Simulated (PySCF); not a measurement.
## Structure elucidation problem

The spectra below were simulated for a compound C$_{4}$H$_{9}$NOSi$_{2}$.

¹H NMR (600 MHz, computed): δ 5.47 (br s, 1H), 5.28 (m, 1H), 4.02 (s, 3H), 1.87 (d, 1H), 0.54 (d, 3H).

¹³C{¹H} NMR (computed): δ 190.5 (C), 102.5 (CH), 90.4 (C), 0.2 (CH3).

Calculated, not measured (PySCF 2.14): PBE0/pcSseg-1 with gauge-including orbitals, geometry: GFN2-xTB. Non-relativistic, one computed conformer, no solvent, one averaged value for each set of equivalent atoms.

Referencing at the same level of theory: TMS for ¹H (31.72 ppm), ¹³C (186.93 ppm).

Task: Which candidate is it?
A. N#C[Si@H]1CC[SiH2]OC1
B. [SiH3][SiH2]Cc1ncco1
C. C#C[Si@](N)(C=C)[SiH2]O
D. C#C[Si@@H](C)NC(=O)[SiH3]
E. N#C[C@H]1CC[SiH2]O[SiH2]1

Result: D. 

- Rings plus π bonds: 3 (no ring in the answer).
- 4 carbon signals for 4 carbons: no two carbons are equivalent.
- Carbon types of the structure: 2 × C, 1 × CH, 1 × CH3, leaving 5 H on heteroatoms.
- δC 190.5: carbonyl carbon.
- δC 102.5: terminal alkyne carbon; sp carbons lie upfield of alkene carbons because the cylindrical π system leaves one tensor component strongly shielded.
- δC 90.4: alkyne carbon; the triple bond shields along its axis, which puts it between sp3 and sp2 carbons.
- δH 1.87: hydrogen on a terminal alkyne carbon; it lies on the axis of the triple bond, in its shielding cone.
- δH 0.54: hydrogen on a methyl carbon bonded to Si; an electropositive neighbour shields it, as in TMS itself.

The others: N#C[Si@H]1CC[SiH2]OC1 would give 9 signals for carbon-bound and other non-exchanging H, not 4; N#C[C@H]1CC[SiH2]O[SiH2]1 would give 9 signals for carbon-bound and other non-exchanging H, not 4; [SiH3][SiH2]Cc1ncco1 would give 5 signals for carbon-bound and other non-exchanging H, not 4; C#C[Si@](N)(C=C)[SiH2]O would give 6 signals for carbon-bound and other non-exchanging H, not 4.

OH/NH shifts are gas-phase values; hydrogen bonding in solution moves them, usually downfield. Shifts are as computed. Against solution values, carbons near 30 ppm lie about +3 ppm off and those near 130 ppm about +5 ppm. Of 1309 compounds with measured shifts, 239 miss one by over three times the rms of a fit or turn the order of signals round; such compounds aren't used in these exercises. The C=O carbon of an acid or of an amide with N–H lies up to 10 ppm further downfield in solution, through hydrogen bonding that the calculation lacks. Multiplicities follow the n + 1 count of equivalent neighbours, as no J values were calculated; m marks all less simple cases, F and P coupling included.
